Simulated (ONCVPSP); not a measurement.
What the settings do to the ONCV potential of bismuth

Base potential:

ONCVPSP 4.0.1 input, shortened (lines: element, Z, core and valence counts, functional; n l f; lmax; l rc ep ncon nbas qcut; lloc lpopt rc5 dvloc0; l nproj debl; icmod fcfact rcfact), PBEsol, scalar-relativistic:

```
  Bi 83.00   10    5  -116133      upf
    1    0    2.00
    2    0    2.00
    2    1    6.00
    3    0    2.00
    3    1    6.00
    3    2   10.00
    4    0    2.00
    4    1    6.00
    4    2   10.00
    4    3   14.00
    5    0    2.00
    5    1    6.00
    5    2   10.00
    6    0    2.00
    6    1    3.00
    2
    0    1.25    0.00    3    7    9.50
    1    1.70    0.00    4    8    8.80
    2    1.35    0.00    5    8    8.30
    4    5    1.05    0.00
    0    2    2.50
    1    2    2.80
    2    2    3.80
    0    0.00    0.00
```

Cutoffs, loose and tight: the cutoffs (Ha) at which the residual kinetic energy of the hardest occupied pseudo-wave falls to 1 and 0.1 mHa per electron. They do not see the model core or the augmentation charge, which bear on the density cutoff. Test errors are all-electron minus pseudo excitation energies from the reference, over the configurations 5s2 5p6 5d10 6s2 6p2; 5s2 5p6 5d10 6s2 6p1; 5s2 5p6 5d10 6s2 6p0; 5s2 5p6 5d10 6s2 6p2.5. A dash means not determined; rows that change the core or the reference have their own tests.

```tsv
change	outcome	cutoff, loose	cutoff, tight	bound ghosts	GHOST(+) flags above zero	largest test error (meV)
base	generated	35 Ha	92 Ha	none	s	-25
s: rc 1.18	generated	37 Ha	92 Ha	none	s	-25
d: nbas 10	generated	35 Ha	40 Ha	none	s	-25
s: qcut 10.1; p: qcut 9.3; d: qcut 8.8	generated	38 Ha	69 Ha	none	s	-25
core correction polynomial model core, fcfact 0.35	generated	35 Ha	92 Ha	none	s	-25
fully relativistic	generated	35 Ha	94 Ha	none	s	-1.8
```

(1) What comes out with this change to the base: s: qcut 8?

(2) What comes out with this change to the base: functional PBE?

Results:

(1) outcome: generated; cutoff, loose: 28 Ha; cutoff, tight: 92 Ha; bound ghosts: none; GHOST(+) flags above zero: s; largest test error (meV): -24.

(2) outcome: generated; cutoff, loose: 35 Ha; cutoff, tight: 93 Ha; bound ghosts: none; GHOST(+) flags above zero: s; largest test error (meV): -24.
